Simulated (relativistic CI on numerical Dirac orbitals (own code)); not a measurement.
**d1 to d9 in one tetrahedral field**

Computed with a parametric ligand-field model without spin-orbit coupling, by exact diagonalisation: B = 730, C = 3510, 10Dq = -4200 cm⁻¹ (Td; |10Dq|/B = 5.8) for every shell. Energies in cm⁻¹; the field energy is (0.6 n_e − 0.4 n_t2) × 10Dq of the ground term; g labels are left out.

```csv
Shell,Ground term,Electrons in e,Field energy,First spin-allowed bands,Lowest term of other spin
d1,2E,1.000,-2520,2T2 4200,
d2,3A2,2.000,-5040,"3T2 4200, 3T1 7238",1E 12206
d3,4T1,1.888,-2889,"4T2 3566, 4A2 7766",2E 11532
d4,5T2,2.000,-1680,5E 4200,3T1 14540
d5,6A1,2.000,0,none,4T1 22647
d6,?,?,?,?,?
d7,4A2,4.000,-5040,"4T2 4200, 4T1 7238",2E 15126
d8,3T1,3.888,-2889,"3T2 3566, 3A2 7766",1T2 11625
d9,2T2,4.000,-1680,2E 4200,
```

Q: Fill in the row of d6.

A: Ground term: 5E; Electrons in e: 3.000; Field energy: -2520; First spin-allowed bands: 5T2 4200; Lowest term of other spin: 3T1 14926. Every shell keeps the spin of the free ion. Tetrahedral fields of 3d complexes are almost always too weak to pair spins. High-spin d^(n+5) repeats the spin-allowed bands of d^n, since the half-filled shell is spherical.
